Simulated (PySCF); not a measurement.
Species: CH₁₀NSi₃ (doublet state).
SMILES with atom numbers: `[NH2:1][SiH:2][SiH2:3][CH2:4][SiH3:5]` (hydrogens: H6, H7 on N1; H8 on Si2; H9, H10 on Si3; H11, H12 on C4; H13, H14, H15 on Si5)

Computed, not measured: PBE0-D3(BJ)/def2-SVP geometry optimisation, gas phase in PySCF 2.14.0.

(1) List the bond lengths, angles and torsions at this level.

Answers

(1) 
```csv
bond,length (Å)
N1–Si2,1.743
Si2–Si3,2.346
Si3–C4,1.892
C4–Si5,1.882
N1–H6,1.014
N1–H7,1.014
Si2–H8,1.503
"Si3–H9, Si3–H10",1.500
"C4–H11, C4–H12",1.104
"Si5–H13, Si5–H14, Si5–H15",1.496
```

Bonds in one row agree within 0.01 Å and their mean is given. A selection of angles:
```csv
angle,degrees
Si2–N1–H6,120.1
Si2–N1–H7,120.5
H6–N1–H7,110.8
N1–Si2–Si3,109.1
N1–Si2–H8,105.6
Si3–Si2–H8,112.5
Si2–Si3–C4,109.5
Si2–Si3–H9,108.6
Si2–Si3–H10,112.8
C4–Si3–H9,109.6
H9–Si3–H10,107.6
Si3–C4–Si5,114.6
Si3–C4–H11,108.6
Si5–C4–H11,108.9
H11–C4–H12,107.1
C4–Si5–H13,110.2
C4–Si5–H15,111.1
H13–Si5–H14,108.5
```

Torsions: N1–Si2–Si3–C4 55° (synclinal); Si2–Si3–C4–Si5 179° (antiperiplanar). The mirror-image conformer, all signs reversed, is as good.

N1 (nitrogen bonded to Si and 2 H) has angles 120.5°, 120.1° and 110.8°, sum 351.3°, 0.20 Å off the plane of its three neighbours. Si2 (silicon bonded to N, Si and H) is pyramidal (angles 112.5°, 109.1° and 105.6°, sum 327.2°, 0.61 Å off the plane of its three neighbours). Si3 (silicon bonded to C, Si and 2 H) is tetrahedral (angles from 107.6° to 112.8°). Si5 (silicon bonded to C and 3 H) is tetrahedral (angles from 108.3° to 111.1°).

Point group: C1 (no symmetry element, even within 0.4 Å). Not checked by PBE0-D3(BJ)/def2-SVP frequencies. ⟨S²⟩ = 0.753 (exact for a doublet: 0.75). Torsions: H–N1–Si2–Si3 -59° and 156°, N1–Si2–Si3–C4 55°, Si2–Si3–C4–Si5 179°.

On one thread of an x86-64 server, on a shared host, this took 94 s wall. This is the geometry optimisation.
